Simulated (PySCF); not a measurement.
SeH, MP2: how much the basis matters

PySCF, UHF reference; doublet, unpaired electrons π ↑; De to H + Se without counterpoise correction. Frozen cores follow the default of each basis and core potential.

```tsv
basis	relativity	functions	Re (Å)	ωe (cm⁻¹)	De (eV)	frozen orbitals
def2-SVPD	no relativity	49	1.462	2521	3.07	9
cc-pVTZ/cc-pVTZ-PP	scalar-relativistic core potentials	53	1.451	2537	3.21	4
def2-TZVP	no relativity	54	1.462	2511	3.10	9
x2c-TZVPPall	spin-free X2C	62	1.454	2500	3.19	9
```

(1) How does each smaller set differ from the one with most functions, x2c-TZVPPall?

Correlated steps freeze the inner cores (4 to 9 orbitals); shallow outer-core shells are correlated. Correlated levels converge slowly with the basis: in double zeta they bind strong bonds too weakly, by up to about 1 eV, and carry superposition errors of some tenths. Spin–orbit coupling is left out. The state is the lowest determinant that a PBE0 search found; another state may lie lower at other levels.

## Answers

(1) def2-SVPD: +0.8 pm, +0.8 % in ωe, -0.12 eV in De; cc-pVTZ/cc-pVTZ-PP: -0.3 pm, +1.5 % in ωe, +0.02 eV in De; def2-TZVP: +0.8 pm, +0.4 % in ωe, -0.09 eV in De. All at MP2; the set with most functions is neither the basis-set limit nor always the best. The rows treat relativity differently, so the differences are not basis effects alone.
